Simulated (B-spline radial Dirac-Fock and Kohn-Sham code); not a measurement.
X-ray scattering factor of Ge³⁺

System: the Ge³⁺ ion, configuration [Ar] 3d10 4s1.

Level of theory: relativistic Hartree-Fock (Dirac-Fock) wave functions, averaged over the configuration; an atomic code on a B-spline grid. f₀ is the Fourier transform of the spherical electron density, S the Waller-Hartree incoherent function, and s = sin θ/λ.

| s (Å⁻¹) | f₀ | S |
| --- | --- | --- |
| 0 | 29.000 | 0.000 |
| 0.05 | 28.733 | 0.332 |
| 0.06 | 28.618 | 0.471 |
| 0.07 | 28.484 | 0.629 |
| 0.09 | 28.162 | 0.996 |
| 0.12 | 27.557 | 1.635 |
| 0.15 | 26.833 | 2.335 |
| 0.18 | 26.016 | 3.058 |
| 0.23 | 24.522 | 4.272 |
| 0.29 | 22.621 | 5.728 |
| 0.37 | 20.077 | 7.646 |
| 0.47 | 17.088 | 9.897 |
| 0.59 | 13.994 | 12.282 |
| 0.74 | 11.042 | 14.813 |
| 0.94 | 8.534 | 17.506 |
| 1.18 | 6.924 | 19.843 |
| 1.49 | 5.803 | 21.877 |
| 1.88 | 4.750 | 23.623 |
| 2.37 | 3.559 | 25.132 |
| 3 | 2.425 | 26.334 |
| 3.78 | 1.669 | 27.152 |
| 4.77 | 1.268 | 27.740 |
| 6.02 | 1.027 | 28.213 |

f₀ starts at the number of electrons, 29, and has fallen to half at s ≈ 0.57 Å⁻¹. The sum of ⟨r²⟩ over the electrons is 14.67 bohr².

Values without a named source are computed, but for edge energies of neutral atoms, which are taken from tables.
